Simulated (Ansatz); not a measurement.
Geometry optimisation, RKS PBE-D4/def2-SVP in Ansatz 0.2.0.

input.yaml

```yaml
crystal:
  periodic: [false, false, false]
  atoms:
    - { symbol: Zn, position_ang: [1.049681, 0.237282, 0.576692] }
    - { symbol: H, position_ang: [1.919352, 2.871271, 0.001388] }
    - { symbol: C, position_ang: [-0.395857, -0.256053, -0.618241] }
    - { symbol: C, position_ang: [-1.369874, -1.292051, -0.043038] }
    - { symbol: H, position_ang: [2.192795, 2.458408, 0.506957] }
    - { symbol: F, position_ang: [2.374095, 0.639926, 1.696682] }
    - { symbol: H, position_ang: [0.067536, -0.62378, -1.558873] }
    - { symbol: H, position_ang: [-0.925871, 0.683152, -0.887404] }
    - { symbol: H, position_ang: [-0.865076, -2.244344, 0.220552] }
    - { symbol: H, position_ang: [-2.172055, -1.545061, -0.770332] }
    - { symbol: H, position_ang: [-1.874825, -0.928751, 0.875718] }
basis:
  gaussian: { orbitals: def2-SVP }
hamiltonian:
  xc: pbe
  dispersion: d4
relax:
  f_tol: 0.03
  max_steps: 50
```

Command:

```bash
$ ansatz run input.yaml --threads 2 --pin off --max-ram 3072MiB --backend cpu --events-out ev --progress --plain --runs-dir out
```

Problem. Where does it end, and by what steps?

Solution. The forces met the threshold. After 8 steps the energy has fallen by 0.104 eV; H2 moved furthest, 0.70 Å.

```csv
step,energy less start (eV),largest force component (eV/Å),accepted
0,0.0000,1.900,yes
1,-0.0874,0.262,yes
2,-0.0765,0.534,no
3,-0.0934,0.169,yes
4,-0.0968,0.099,yes
5,-0.1008,0.041,yes
6,-0.1023,0.120,yes
7,-0.1031,0.062,yes
8,-0.1041,0.013,yes
```

```xyz
11
Properties=species:S:1:pos:R:3
Zn 0.970 0.196 0.496
H 2.378 3.355 0.207
C -0.479 -0.369 -0.657
C -1.444 -1.388 -0.037
H 2.436 2.702 0.617
F 2.300 0.718 1.542
H -0.016 -0.774 -1.583
H -1.020 0.553 -0.964
H -0.933 -2.330 0.252
H -2.252 -1.667 -0.748
H -1.941 -0.996 0.875
```

Time of the run: 22 s on 2 threads of Arm Neoverse V1, with other jobs on the host, peak memory 0.15 GiB.
